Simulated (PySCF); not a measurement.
A structure optimised at PBE-D3(BJ)/def2-SVP, used in a PySCF frequency run:

```
C
C 1 1.3459
F 1 1.3522 2 119.88
H 2 1.0959 1 120.00 3 180.00
H 2 1.0982 4 120.06 1 180.00
C 1 1.4723 2 127.91 4 0.00
C 6 1.3497 1 123.42 2 180.00
H 7 1.0979 6 121.22 1 180.00
H 7 1.0983 8 119.45 6 180.00
Cl 6 1.7479 7 120.71 8 0.00
```

**Question.** Write its SMILES, formula and point group.

**Answer.** C=C(F)C(=C)Cl, C4H4ClF, Cs

**Question.** What are its rotational constants (standard atomic weights)?

**Answer.** 4.6503, 2.2377, 1.5107 GHz
